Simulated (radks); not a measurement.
Values are calculated unless marked as measured or tabulated.
Isoelectronic series with 50 electrons, all held in the configuration [Kr] 4d10 5s2 5p2, which need not be the ground one along the series. Level of theory: Dirac Kohn-Sham, BLYP, spin-unpolarised, spherical densities, finite nucleus; open shells fill j = l - 1/2 first; Fermi nuclear charge, rms radius of each element as measured or else 0.836 A^(1/3) + 0.57 fm (a radial shooting solver on a logarithmic mesh with Libxc functionals). Total energies (hartree) and mean radii <r> (bohr):

ion    E (hartree)  5p1/2  5s1/2   4d5/2   4d3/2
Sn     -6179.49159  3.184  2.401   1.107   1.092
Sb+    -6483.69231  2.620  2.163   1.035   1.022
Te2+   -6796.29522  2.299  1.979  0.9742  0.9622
I3+    -7117.32778  2.075  1.833  0.9213  0.9102
Xe4+   -7446.81501  1.904  1.712  0.8749  0.8645
Cs5+    -7784.7998  1.767  1.609  0.8337  0.8238
Ba6+    -8131.3225  1.653  1.521  0.7968  0.7873
La7+    -8486.4348  1.555  1.443  0.7635  0.7544
Ce8+    -8850.1855  1.471  1.375  0.7332  0.7244
Pr9+    -9222.6314  1.397  1.313  0.7055  0.6969
Nd10+   -9603.8282  1.331  1.257  0.6800  0.6716
Pm11+   -9993.8314  1.272  1.207  0.6565  0.6482
